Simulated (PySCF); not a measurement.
PySCF 2.14 output of an unrestricted PBEsol calculation on a single atom or ion in aug-cc-pVTZ-PP with one added diffuse shell each of s, p, d, f, g type with ECP28MDF (7s7p6d4f3g, 113 functions), with scalar relativity through the core potential:

```
SCF conv_tol = 1e-09
number electrons alpha = 9  beta = 7
    J. P. Perdew, A. Ruzsinszky, G. I. Csonka, O. A. Vydrov, G. E. Scuseria, L. A. Constantin, X. Zhou, and K. Burke.,  Phys. Rev. Lett. 100, 136406 (2008)
    J. P. Perdew, A. Ruzsinszky, G. I. Csonka, O. A. Vydrov, G. E. Scuseria, L. A. Constantin, X. Zhou, and K. Burke.,  Phys. Rev. Lett. 100, 136406 (2008)
cycle= 1 E= -144.352004280865  delta_E= -0.00451  |g|= 0.0585  |ddm|= 0.136
cycle= 2 E= -144.352215886985  delta_E= -0.000212  |g|= 0.0519  |ddm|= 0.0551
cycle= 3 E= -144.35276043465  delta_E= -0.000545  |g|= 0.000884  |ddm|= 0.0265
cycle= 4 E= -144.352760627889  delta_E= -1.93e-07  |g|= 6.3e-05  |ddm|= 0.000528
cycle= 5 E= -144.352760628892  delta_E= -1e-09  |g|= 1.64e-06  |ddm|= 3.79e-05
cycle= 6 E= -144.352760628894  delta_E= -1.28e-12  |g|= 2.29e-08  |ddm|= 1.42e-06
converged SCF energy = -144.352760628894  <S^2> = 2.0005066  2S+1 = 3.0003377
```

The run itself started from symmetry-adapted Hartree-Fock orbitals and held the occupation by maximum overlap, on a logarithmic radial grid, so the iterations belong to that start.

Question: Which element, charge and spin multiplicity is this?

Answer: Ag³⁺ (silver, charge +3), multiplicity 3; the state was [Kr] 4d8, high-spin 3F determinant.

Energies and moments cover only the electrons outside the core potential.
